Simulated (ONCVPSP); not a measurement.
# Transferability test, ONCV potential for K

ONCVPSP 4.0.1 input, shortened (lines: element, Z, core and valence counts, functional; n l f; lmax; l rc ep ncon nbas qcut; lloc lpopt rc5 dvloc0; l nproj debl; icmod fcfact rcfact), PBEsol, scalar-relativistic:

```
  K 19.00    3    3  -116133      upf
    1    0    2.00
    2    0    2.00
    2    1    6.00
    3    0    2.00
    3    1    6.00
    4    0    1.00
    3
    0    2.45    0.00    3    7    4.50
    1    1.30    0.00    4    8    5.10
    2    2.60    0.16    4    9    3.30
    3    2.65    0.36    3    6    4.10
    4    5    0.80    3.00
    0    2    1.20
    1    2    2.20
    2    1    3.30
    3    3    3.60
    3    5.50    1.40
```

Energies are relative to the spin-unpolarised reference configuration 3s2 3p6 4s1; without spin polarisation the order of configurations can differ from experiment.

```json
{"valence configuration": "3s2 3p6 4s0", "charge": "+1", "ΔE all-electron (eV)": "4.217", "error AE − PS (meV)": "-0.3"}
{"valence configuration": "3s2 3p6 4s0 4p1", "charge": "0", "ΔE all-electron (eV)": "1.518", "error AE − PS (meV)": "-0.1"}
{"valence configuration": "3s1 3p6 4s1", "charge": "+1", "ΔE all-electron (eV)": "41.898", "error AE − PS (meV)": "-271"}
```

Task: What are ΔE and the potential's error for 3s2 3p6 4s0.5?

Result: ΔE = 1.621 eV all-electron; the error (AE − PS) is 0.0 meV.

Levels in the configuration 3s2 3p6 4s0.5:

```csv
level,all-electron (eV),pseudo (eV)
3s,-38.078,-38.082
3p,-21.596,-21.597
4s,-4.199,-4.199
```

Note: no bound ghost flagged; GHOST(+) flagged for d at 49.3 eV.
